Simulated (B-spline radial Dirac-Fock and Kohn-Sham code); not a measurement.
Cl⁻ in Watson spheres of different radius

Level of theory: relaxed Dirac-Fock hole states (ΔSCF) with Breit and QED corrections and a finite nucleus; a radial finite-basis atomic code. The ion, [Ne] 3s2 3p6, sits in a hollow sphere of charge Q = +1, a simple model of the Madelung potential. Inside the sphere an electron's potential energy is lowered by the constant 14.40·|Q|/R eV, so binding energies rise by about that much as long as the orbitals stay inside.

| radius (Å) | 14.40 |Q|/R (eV) | 1s (eV) | 2s (eV) | 2p1/2 (eV) | 2p3/2 (eV) | 3s (eV) | 3p1/2 (eV) | 3p3/2 (eV) |
| --- | --- | --- | --- | --- | --- | --- | --- | --- |
| 1.538 | 9.36 | 2827.1 | 276.9 | 206.4 | 204.7 | 26.70 | 11.13 | 11.02 |
| 1.81 | 7.96 | 2826.3 | 276.1 | 205.5 | 203.9 | 25.68 | 10.17 | 10.06 |
| 2.172 | 6.63 | 2825.3 | 275.1 | 204.5 | 202.9 | 24.59 | 9.10 | 8.99 |

From the smallest to the largest radius 1s moves by -1.8 eV, while the constant potential alone would give -2.7 eV; the difference comes from charge outside the sphere and its screening.

Values without a named source are computed, but for edge energies of neutral atoms, which are taken from tables.
